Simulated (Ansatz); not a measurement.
```xyz
2

N     0.1737   -0.0333   -0.3202
F    -0.2617    0.6720    1.0155
```

Basis set: cc-pVDZ (spherical functions). Frozen core: 2 orbitals. Charge 0, multiplicity 1.

Computed with Ansatz (development build ahead of 0.2.0); the reference of a correlated method needn't be the lowest determinant of its kind. Restricted open shells among the atoms or ions are ROHF, correlated in semicanonical orbitals with singles.

Question: Give the atomization energy at this shape (free ground-state atoms in the same class of orbitals less the molecule, no zero-point energy) of singlet NF by RHF-CCSD(T), RHF-CCSD.

Answer:

| method | atomization energy |
| --- | --- |
| RHF-CCSD(T) | -0.01 eV |
| RHF-CCSD | -0.40 eV |

Caution: another spin multiplicity may lie lower; large amplitudes, a single reference is doubtful; no unrestricted run beside it, a lower state can exist; the reference determinant was not shown to be the lowest.
